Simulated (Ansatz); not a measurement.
BiH2(SiH3) (SiBiH₅): single points at one geometry.

```yaml
crystal:
  periodic: [false, false, false]
  atoms:
    - {symbol: Bi, position_ang: [0.667710, 1.155679, 1.209862]}
    - {symbol: H, position_ang: [2.075305, 1.078573, 0.079080]}
    - {symbol: H, position_ang: [-0.144613, 2.339404, 0.112276]}
    - {symbol: Si, position_ang: [-0.479627, -0.844477, -0.166403]}
    - {symbol: H, position_ang: [-0.440535, -0.617560, -1.642690]}
    - {symbol: H, position_ang: [-1.906855, -0.985661, 0.262901]}
    - {symbol: H, position_ang: [0.228615, -2.125958, 0.144974]}
basis:
  gaussian: {orbitals: def2-TZVP, initial_orbitals: start.molden}
hamiltonian: {xc: {name: wB97X-V}}
scf: {omitted_lower_state_checks: [starts]}
output: {orbitals: {seedname: orbitals}}
```

The file start.molden holds the orbitals of an earlier run on this structure, at another level or in another basis.

```sh
$ ansatz run in.yaml --threads 4 --pin off --events-out ev --progress --plain --max-ram 3916MiB
```

It prints (some lines left out):

```
Functional definition: wB97X-V
  name "wB97X-V"
  cite "Mardirossian & Head-Gordon, Phys. Chem. Chem. Phys. 16, 9904 (2014) doi:10.1039/C3CP54374A"
  cite "Becke, J. Chem. Phys. 107, 8554 (1997) doi:10.1063/1.475007"
  cite "Vydrov & Van Voorhis, J. Chem. Phys. 133, 244103 (2010) doi:10.1063/1.3521275"
  parameter omega = 0.3/bohr
  parameter cx = 0.167
  parameter cx1 = 0.603
  parameter cx2 = 1.194
  parameter css0 = 0.556
  parameter css1 = -0.257
  parameter cos0 = 1.219
  parameter cos1 = -1.850
  parameter b = 6.0
  parameter c = 0.01
  exchange = spin_sum(e_x_unif_sr(omega)*poly(b97_u_x, 1 - cx, cx1, cx2)) + cx*exact_x_sr(omega) + exact_x_lr(omega)
  correlation = spin_sum(e_c_pw_same_spin*poly(b97_u_same, css0, css1))
      + integral(e_c_pw_opposite_spin*poly(b97_u_opposite, cos0, cos1)) + vv10(b, c)
these checks for a lower state are left out or cut short: starts
866 factors; their error is unknown
257 factors; integrals over basis functions are off by at most 1.4e-5 eV
mean field evaluation 1: about -13797.2715 eV, gradient 4.4e0 eV
mean field evaluation 2: about -13797.3310 eV, gradient 5.5e-2 eV
mean field evaluation 4: about -13797.4018 eV, gradient 6.2e-5 eV
mean field -13797.40175722 eV, -507.0451623631 hartree, gradient 6.9e-5 eV, S^2 0.000000; 0 other end points of the search recorded, 0 dependent functions left out
reference -13797.40175498 eV, -507.0451622806 hartree; 21, 21 occupied and 96, 96 virtual orbitals, 866 factors
Total energy: -13797.40175498 eV, -507.0451622806 hartree
Checks for a lower state left out: starts
```

It took 3.8 s on 4 threads of Arm Neoverse N1 on a shared host.

First input, but with `gaussian: {orbitals: def2-TZVPD, initial_orbitals: start.molden}`, `correlation: {method: ccsd_t}` and without the key `hamiltonian` (abridged; 17 s):

```
Functional definition: HF
mean field -13752.24356360 eV, -505.3856293569 hartree, gradient 2.7e-6 eV, S^2 0.000000
9 core orbitals not correlated: weight in the atoms' cores, before any rotation towards them, 1.000 or more for the frozen orbitals, at most 0.000 for the correlated occupied ones
second order -15.47237791 eV of doubles, -0.00000000 eV of singles
cycle   1  -15.11873997 eV  change    3.5e-1 eV  update   1.0e-1
cycle   2  -15.68085685 eV  change   -5.6e-1 eV  update   3.1e-2
cycle   3  -15.73842149 eV  change   -5.8e-2 eV  update   1.5e-2
cycle   4  -15.71873006 eV  change    2.0e-2 eV  update   4.3e-3
cycle   5  -15.72111924 eV  change   -2.4e-3 eV  update   1.6e-3
cycle   6  -15.72095206 eV  change    1.7e-4 eV  update   4.4e-4
cycle   7  -15.72062759 eV  change    3.2e-4 eV  update   1.4e-4
cycle   8  -15.72071666 eV  change   -8.9e-5 eV  update   5.5e-5
cycle   9  -15.72074213 eV  change   -2.5e-5 eV  update   1.6e-5
perturbative correction -0.43424583 eV, -0.0159582398 hartree
Total energy: -13768.39855156 eV, -505.9793142142 hartree
Checks for a lower state left out: starts
```

First input, but with `hamiltonian: {xc: {name: BLYP}, dispersion: d4}` (abridged; 1.2 s):

```
Functional definition: BLYP
mean field -13798.27645329 eV, -507.0773068506 hartree, gradient 1.7e-5 eV, S^2 0.000000
Total energy: -13798.57733338 eV, -507.0883639900 hartree
Checks for a lower state left out: starts
```

The first input with `hamiltonian: {xc: {name: LC-wPBE, parameters: {omega: 0.2/bohr}}}` (abridged; 1.4 s):

```
Functional definition: LC-wPBE
mean field -13797.12416907 eV, -507.0349611868 hartree, gradient 1.3e-5 eV, S^2 0.000000
Total energy: -13797.12416910 eV, -507.0349611879 hartree
Checks for a lower state left out: starts
```

First input, but with `hamiltonian: {xc: {name: BHLYP}, dispersion: d4}` (abridged; 1.4 s):

```
Functional definition: BHLYP
mean field -13796.09007783 eV, -506.9969590344 hartree, gradient 1.3e-5 eV, S^2 0.000000
Total energy: -13796.30090162 eV, -507.0047066658 hartree
Checks for a lower state left out: starts
```

First input, but with `hamiltonian: {xc: {name: LC-wPBE, parameters: {omega: 0.3/bohr}}}` (abridged; 1.2 s):

```
Functional definition: LC-wPBE
mean field -13797.57805733 eV, -507.0516412727 hartree, gradient 6.3e-5 eV, S^2 0.000000
Total energy: -13797.57805735 eV, -507.0516412731 hartree
Checks for a lower state left out: starts
```

First input, but with `hamiltonian: {xc: {name: LC-wPBE, parameters: {omega: 0.15/bohr}}}` (abridged; 1.4 s):

```
Functional definition: LC-wPBE
mean field -13796.89088685 eV, -507.0263882233 hartree, gradient 1.3e-5 eV, S^2 0.000000
Total energy: -13796.89088691 eV, -507.0263882254 hartree
Checks for a lower state left out: starts
```

Geometry: PBE-D4/def2-TZVP.

In the def2 sets Bi takes a core potential; there is no spin–orbit coupling. Correlated methods freeze 9 core orbitals; core or outer-core shells of Bi are correlated, in sets that lack core-valence functions.
